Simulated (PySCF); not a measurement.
Zn(Et) (C₂H₅Zn), SMILES C[CH2][Zn+], charge +1.

Coordinates come from a PBE0-D3(BJ)/def2-SVP optimisation. The multiplicity is an assumed one; other spin states were not compared. The isomer is the one that the SMILES or the coordinates give; other isomers of the formula were not compared.

All values below come from PBE/def2-TZVPD in PySCF.

The molecule is in vacuum.

total energy: -1857.96413 hartree
point group: Cs
highest occupied level: -12.70 eV
lowest empty level: -9.69 eV
orbital gap: 3.01 eV
dipole moment about the centre of nuclear charge: 0.68 D
mean static polarisability: 53.4 bohr³ (7.92 Å³)
polarisability, principal values: 37.3, 40.6, 82.4 bohr³
